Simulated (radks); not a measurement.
Ionisation of the vanadium ion V2+, [Ar] 3d3, to [Ar] 3d2 as the strength of local exchange is varied. All-electron calculation, non-relativistic Kohn-Sham, Slater X-alpha exchange (alpha = 2/3 is LDA exchange), no correlation, spin-polarised, spherical densities, point nucleus; open shells are filled with parallel spins first. Program: a radial shooting solver on a logarithmic mesh with Libxc functionals.

alpha  E(V2+) (hartree)  exchange (hartree)  IE (eV)  -e of the level emptied (eV)  <r> of it (bohr)
0.592        -934.57981           -36.03183   27.354                   20.094 (3d)             1.353
0.667        -939.15513           -40.78300   28.933                   21.484 (3d)             1.315
0.759        -944.79609           -46.66734   30.949                   23.280 (3d)             1.272
0.818        -948.43016           -50.47344   32.289                   24.483 (3d)             1.246
0.865        -951.33430           -53.52348   33.381                   25.470 (3d)             1.227

NIST Atomic Spectra Database: 29.311 eV (measured). The Delta-SCF value meets it near alpha = 0.68. Open shells are spherical and high-spin; term and fine-structure splittings are not resolved.
